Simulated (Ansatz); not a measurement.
Start from `[SiH3][SiH]1[CH2][GeH2]1` and change one atom or group to get `F[SiH]1[CH2][GeH2]1`.

Ansatz, PBE0-D4/def2-TZVP geometries, multiplicity 1. 

Scalar relativity is left out up to krypton.

```json
{"property": "HOMO energy (B3LYP/def2-TZVPP) / eV", "`[SiH3][SiH]1[CH2][GeH2]1`": "-6.33"}
{"property": "HOMO energy (PBE0/def2-TZVPP) / eV", "`[SiH3][SiH]1[CH2][GeH2]1`": "-6.53"}
{"property": "HOMO–LUMO gap (PBE/def2-TZVPP) / eV", "`[SiH3][SiH]1[CH2][GeH2]1`": "4.16"}
{"property": "LUMO energy (ωB97M-V/def2-TZVPP) / eV", "`[SiH3][SiH]1[CH2][GeH2]1`": "1.09"}
{"property": "HOMO–LUMO gap (ωB97M-V/def2-TZVPP) / eV", "`[SiH3][SiH]1[CH2][GeH2]1`": "9.58"}
{"property": "size of the dipole moment (B3LYP/def2-TZVPP) / D", "`[SiH3][SiH]1[CH2][GeH2]1`": "0.34"}
```

(1) Give the same properties after the change, and the shifts. (Estimate.)

## Answers

(1) Computed: 
```
                                        property  `F[SiH]1[CH2][GeH2]1`  shift
             HOMO energy (B3LYP/def2-TZVPP) / eV                  -6.60  -0.27
              HOMO energy (PBE0/def2-TZVPP) / eV                  -6.79  -0.26
             HOMO–LUMO gap (PBE/def2-TZVPP) / eV                   4.47   0.31
           LUMO energy (ωB97M-V/def2-TZVPP) / eV                   1.43   0.34
         HOMO–LUMO gap (ωB97M-V/def2-TZVPP) / eV                  10.23   0.65
size of the dipole moment (B3LYP/def2-TZVPP) / D                   1.24   0.90
```

With PBE0 the HOMO falls by 0.26 eV and the LUMO rises by 0.20 eV, so the gap widens by about 0.46 eV. PBE moves the HOMO by -0.19 eV and ωB97M-V by -0.32 eV. Dipoles are sizes alone; their direction can turn.

B3LYP here is the variant with VWN-RPA as its local correlation; programs differ in this.
